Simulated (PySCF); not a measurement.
Cl2Sc, charge +1. Atoms are numbered in the order given.

```xyz
3

Sc     0.0000     0.0000     0.7329
Cl     0.0000    -1.8484    -0.4526
Cl     0.0000     1.8484    -0.4526
```
Charge +1, spin multiplicity 1.

Geometry optimised at B3LYP-D3(BJ)/def2-TZVP. The spin state was assumed, not searched. The isomer is the one that the SMILES or the coordinates give; other isomers of the formula were not compared.

The numbers are results of PySCF with TDA-PBE/def2-SVPD, not measurements.

Vertical excitations. Gas-phase values at a fixed geometry. State labels are in the subgroup C2v.

Computed lowest excited states:
```csv
state,symmetry,energy (eV),λ (nm),f,main pairs
S1,B2,3.36,369,0.000,HOMO→LUMO 99 %
S2,A2,3.44,360,0.000,HOMO→LUMO+1 100 %
S3,B1,3.75,330,0.008,HOMO−1→LUMO 95 %
S4,A1,3.86,322,0.000,"HOMO−1→LUMO+1 57 %, HOMO−3→LUMO 40 %"
S5,A2,3.87,321,0.000,HOMO−2→LUMO 98 %
S6,B2,3.96,313,0.000,"HOMO−2→LUMO+1 80 %, HOMO→LUMO+3 16 %"
S7,B1,3.97,312,0.005,HOMO→LUMO+2 91 %
S8,B1,4.03,308,0.001,HOMO−3→LUMO+1 91 %
S9,A1,4.07,305,0.000,"HOMO−3→LUMO 56 %, HOMO−1→LUMO+1 30 %"
S10,B2,4.12,301,0.017,"HOMO→LUMO+3 65 %, HOMO−1→LUMO+2 25 %"
T1,B2,3.31,374,0,HOMO→LUMO 100 %
T2,A2,3.38,367,0,HOMO→LUMO+1 100 %
T3,A1,3.58,346,0,HOMO−1→LUMO+1 91 %
T4,B1,3.63,342,0,HOMO−1→LUMO 97 %
```
Triplets are in the Tamm–Dancoff approximation.
